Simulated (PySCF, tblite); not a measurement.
Isomers of C8H14. Level: GFN2-xTB in tblite, geometry and Hessian alike; calculated harmonic values, unscaled, isolated species. Errors from tens to a few hundred cm⁻¹ against measured bands are possible. One conformer each.

Electronic energies: PBE0/pcSseg-1 single points on the GFN2-xTB geometries (PySCF, gas phase).

| SMILES | electronic energy, lowest = 0 (kJ/mol) |
| --- | --- |
| C=C(CCC)C1CC1 | 127.0 |
| C#CCC[C@H](C)CC | 176.2 |
| C=CCCC1CCC1 | 130.1 |
| C1CC[C@H]2CC[C@H]2C1 | 31.5 |
| C=C=C(CC)CCC | 148.6 |
| CC1=C[C@@H](C)CCC1 | 0.0 |
| CC[C@@H]1CC[C@H]2C[C@@H]12 | 56.8 |
| CC(C)[C@@H]1C=CCC1 | 35.2 |

Q: How do GFN2-xTB zero-point energies change the relative energies?

A: 
```tsv
SMILES	ZPE (kJ/mol)	of it from modes above 1550 cm⁻¹	electronic (kJ/mol)	with ZPE, lowest = 0 (kJ/mol)	lowest mode (cm⁻¹)	rings
CC1=C[C@@H](C)CCC1	522.8	260.8	0.0	0.0	91	1
C1CC[C@H]2CC[C@H]2C1	532.9	249.4	31.5	41.6	136	2
CC(C)[C@@H]1C=CCC1	521.8	262.3	35.2	34.2	58	1
CC[C@@H]1CC[C@H]2C[C@@H]12	526.6	252.4	56.8	60.6	90	2
C=C(CCC)C1CC1	516.8	265.2	127.0	121.1	8	1
C=CCCC1CCC1	520.0	262.5	130.1	127.3	51	1
C=C=C(CC)CCC	511.1	264.1	148.6	136.9	42	0
C#CCC[C@H](C)CC	514.0	266.9	176.2	167.4	23	0
```

The zero-point energies span 21.8 kJ/mol, from `C=C=C(CC)CCC` to `C1CC[C@H]2CC[C@H]2C1`. The lowest isomer stays, but the order above it changes.

Q: And how do the electronic energies of GFN2-xTB itself compare?

A: `CC1=C[C@@H](C)CCC1` 18.2; `C1CC[C@H]2CC[C@H]2C1` 0.0; `CC(C)[C@@H]1C=CCC1` 49.9; `CC[C@@H]1CC[C@H]2C[C@@H]12` 37.9; `C=C(CCC)C1CC1` 147.6; `C=CCCC1CCC1` 130.1; `C=C=C(CC)CCC` 185.1; `C#CCC[C@H](C)CC` 188.4 kJ/mol, lowest = 0. Against the energies above, taken from the same isomer `CC1=C[C@@H](C)CCC1`, the largest difference is 49.7 kJ/mol.

Q: What do entropy and thermal enthalpy add at 298.15 K and 1 bar (rigid rotor, harmonic oscillator, one conformer each)?

A: 
```
                    SMILES  point group  symmetry number  S (J/(mol K))  H − H(0) (kJ/mol)  ZPE + H − H(0) − TS (kJ/mol)
        CC1=C[C@@H](C)CCC1           C1                1          373.7              25.20                         436.5
      C1CC[C@H]2CC[C@H]2C1           C1                1          342.4              20.84                         451.7
        CC(C)[C@@H]1C=CCC1           C1                1          378.6              25.40                         434.3
CC[C@@H]1CC[C@H]2C[C@@H]12           C1                1          363.4              23.39                         441.6
               C=CCCC1CCC1           C1                1          396.8              26.27                         428.0
              C=C=C(CC)CCC           C1                1          425.1              30.48                         414.8
```

Not tabulated: `C=C(CCC)C1CC1` (lowest mode only 8 cm⁻¹); `C#CCC[C@H](C)CC` (lowest mode only 23 cm⁻¹).
